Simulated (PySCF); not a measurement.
Electron correlation in I²⁺ (iodine, charge +2)

[Kr] 4d10 5s2 5p3, high-spin 4S determinant. Calculation: PySCF 2.14, in aug-cc-pVTZ-DK3; the spin-free X2C one-electron Hamiltonian (Gaussian nucleus). Frozen: [Kr] 4d10; 5 electrons correlated.

MP2 pair energies summed by pair of shells (mhartree):

```csv
pair,energy,share (%)
5s-5p,-43.83,67.1
5p-5p,-14.38,22.0
5s-5s,-7.14,10.9
```

Total MP2 correlation energy: -65.36 mhartree.

Same-spin part -17.10 and opposite-spin part -48.26 mhartree; SCS-MP2 scales them by 1/3 and 6/5 to -63.61 mhartree.
